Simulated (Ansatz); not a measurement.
Ansatz (a first-principles code) input:

Ansatz 0.2 input:
```yaml
crystal:
  periodic: [false, false, false]
  atoms:
    - {symbol: Au, position_ang: [-0.00000000, -0.00000000, -0.20006997]}
    - {symbol: F, position_ang: [0.00000000, 0.00000000, 1.75616975]}
basis:
  gaussian:
    orbitals: def2-TZVPD
hamiltonian:
  xc: {name: r2SCAN}
output: {forces: true}
```

Task: Predict the final energy.

Result: -235.59907 Eh (r2SCAN/def2-TZVPD). The basis has 83 functions.
